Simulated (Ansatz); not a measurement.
Geometry optimisation of CH4N2OSi (`N#CN[SiH2]O`).

```yaml
crystal:
  periodic: [false, false, false]
  atoms:
    - {symbol: N, position_ang: [2.649537, -0.561849, 1.106777]}
    - {symbol: C, position_ang: [1.827270, -0.283866, 0.310287]}
    - {symbol: N, position_ang: [0.856810, 0.005679, -0.569590]}
    - {symbol: Si, position_ang: [-0.882264, -0.238081, -0.262564]}
    - {symbol: O, position_ang: [-1.645265, 1.077348, 0.429795]}
    - {symbol: H, position_ang: [1.164287, 0.537367, -1.391477]}
    - {symbol: H, position_ang: [-1.501062, -0.376770, -1.612055]}
    - {symbol: H, position_ang: [-0.935503, -1.457169, 0.605152]}
    - {symbol: H, position_ang: [-1.445312, 1.251040, 1.366674]}
basis:
  gaussian: {orbitals: def2-TZVP}
hamiltonian: {xc: pbe0, dispersion: d4}
relax: {f_tol: 0.005, max_steps: 150}
```

```sh
$ ansatz run in.yaml --threads 2 --pin off --events-out ev --progress --plain --max-ram 4352MiB
```

Output, abridged:

```
Functional definition: PBE0
mean field -14000.41108680 eV, -514.5056176204 hartree, gradient 2.5e-5 eV, S^2 0.000000; 0 other end points of the search recorded, 0 dependent functions left out
relax step   1: F+E_penalty+E_count = -14000.55853028 eV  Δ(F+E_penalty+E_count) = +0.000e0 eV  max|allowed force component| = 1.739e0 eV/Å  Δτ_max = 0.0000 Å  (29 SCF iters, accepted)
mean field -14000.48227787 eV, -514.5082338440 hartree, gradient 9.7e-6 eV, S^2 0.000000; 0 other end points of the search recorded, 0 dependent functions left out
relax step   2: F+E_penalty+E_count = -14000.63091471 eV  Δ(F+E_penalty+E_count) = -7.238e-2 eV  max|allowed force component| = 4.890e-1 eV/Å  Δτ_max = 0.0453 Å  (35 SCF iters, accepted)
mean field -14000.49217120 eV, -514.5085974170 hartree, gradient 9.3e-6 eV, S^2 0.000000; 0 other end points of the search recorded, 0 dependent functions left out
relax step   3: F+E_penalty+E_count = -14000.64142955 eV  Δ(F+E_penalty+E_count) = -1.051e-2 eV  max|allowed force component| = 1.332e-1 eV/Å  Δτ_max = 0.0196 Å  (35 SCF iters, accepted)
mean field -14000.49339214 eV, -514.5086422858 hartree, gradient 9.1e-6 eV, S^2 0.000000; 0 other end points of the search recorded, 0 dependent functions left out
relax step   4: F+E_penalty+E_count = -14000.64275961 eV  Δ(F+E_penalty+E_count) = -1.330e-3 eV  max|allowed force component| = 6.608e-2 eV/Å  Δτ_max = 0.0116 Å  (35 SCF iters, accepted)
mean field -14000.49406805 eV, -514.5086671250 hartree, gradient 9.1e-6 eV, S^2 0.000000; 0 other end points of the search recorded, 0 dependent functions left out
relax step   5: F+E_penalty+E_count = -14000.64348972 eV  Δ(F+E_penalty+E_count) = -7.301e-4 eV  max|allowed force component| = 3.419e-2 eV/Å  Δτ_max = 0.0230 Å  (35 SCF iters, accepted)
mean field -14000.49412415 eV, -514.5086691867 hartree, gradient 9.0e-6 eV, S^2 0.000000; 0 other end points of the search recorded, 0 dependent functions left out
relax step   6: F+E_penalty+E_count = -14000.64346311 eV  Δ(F+E_penalty+E_count) = +2.661e-5 eV  max|allowed force component| = 5.151e-2 eV/Å  Δτ_max = 0.0229 Å  (35 SCF iters, rejected (line search))
mean field -14000.49418782 eV, -514.5086715265 hartree, gradient 9.0e-6 eV, S^2 0.000000; 0 other end points of the search recorded, 0 dependent functions left out
relax step   7: F+E_penalty+E_count = -14000.64362748 eV  Δ(F+E_penalty+E_count) = -1.378e-4 eV  max|allowed force component| = 1.446e-2 eV/Å  Δτ_max = 0.0111 Å  (35 SCF iters, accepted)
mean field -14000.49428505 eV, -514.5086750996 hartree, gradient 9.0e-6 eV, S^2 0.000000; 0 other end points of the search recorded, 0 dependent functions left out
relax step   8: F+E_penalty+E_count = -14000.64371903 eV  Δ(F+E_penalty+E_count) = -9.155e-5 eV  max|allowed force component| = 2.000e-2 eV/Å  Δτ_max = 0.0161 Å  (35 SCF iters, accepted)
mean field -14000.49429593 eV, -514.5086754995 hartree, gradient 9.0e-6 eV, S^2 0.000000; 0 other end points of the search recorded, 0 dependent functions left out
relax step   9: F+E_penalty+E_count = -14000.64379514 eV  Δ(F+E_penalty+E_count) = -7.611e-5 eV  max|allowed force component| = 9.944e-3 eV/Å  Δτ_max = 0.0130 Å  (35 SCF iters, accepted)
mean field -14000.49424241 eV, -514.5086735326 hartree, gradient 9.0e-6 eV, S^2 0.000000; 0 other end points of the search recorded, 0 dependent functions left out
relax step  10: F+E_penalty+E_count = -14000.64384995 eV  Δ(F+E_penalty+E_count) = -5.481e-5 eV  max|allowed force component| = 9.986e-3 eV/Å  Δτ_max = 0.0152 Å  (35 SCF iters, accepted)
mean field -14000.49422622 eV, -514.5086729379 hartree, gradient 9.0e-6 eV, S^2 0.000000; 0 other end points of the search recorded, 0 dependent functions left out
relax step  11: F+E_penalty+E_count = -14000.64385880 eV  Δ(F+E_penalty+E_count) = -8.853e-6 eV  max|allowed force component| = 3.694e-3 eV/Å  Δτ_max = 0.0039 Å  (36 SCF iters, accepted)
mean field -14000.49422622 eV, -514.5086729379 hartree, gradient 9.0e-6 eV, S^2 0.000000; 1 other end points of the search recorded, 0 dependent functions left out
Total energy: -14000.64388823 eV, -514.5141729153 hartree
Atom 0 at     2.574841    -0.466190     1.136426 Å, force    -0.002199    -0.000600     0.000048 eV/Å
Atom 1 at     1.786266    -0.252461     0.319301 Å, force     0.002266     0.001487    -0.002236 eV/Å
Atom 2 at     0.843425    -0.028149    -0.592673 Å, force    -0.000872     0.000085     0.000571 eV/Å
Atom 3 at    -0.866450    -0.232464    -0.272711 Å, force     0.002186    -0.001303    -0.001384 eV/Å
Atom 4 at    -1.566515     1.048332     0.460758 Å, force    -0.002036     0.003694     0.002288 eV/Å
Atom 5 at     1.162524     0.459126    -1.418020 Å, force    -0.000137    -0.001358     0.002117 eV/Å
Atom 6 at    -1.496332    -0.328581    -1.602162 Å, force    -0.000061    -0.000750     0.000456 eV/Å
Atom 7 at    -0.953478    -1.450139     0.560971 Å, force     0.000272     0.000624    -0.000315 eV/Å
Atom 8 at    -1.395783     1.204225     1.391108 Å, force     0.000581    -0.001878    -0.001544 eV/Å
Dipole moment:    -0.550015     0.195766    -0.404562 e Å
```

Run time 19 s (2 threads of an AMD EPYC 9R45 on a shared host); peak host memory 0.42 GiB.
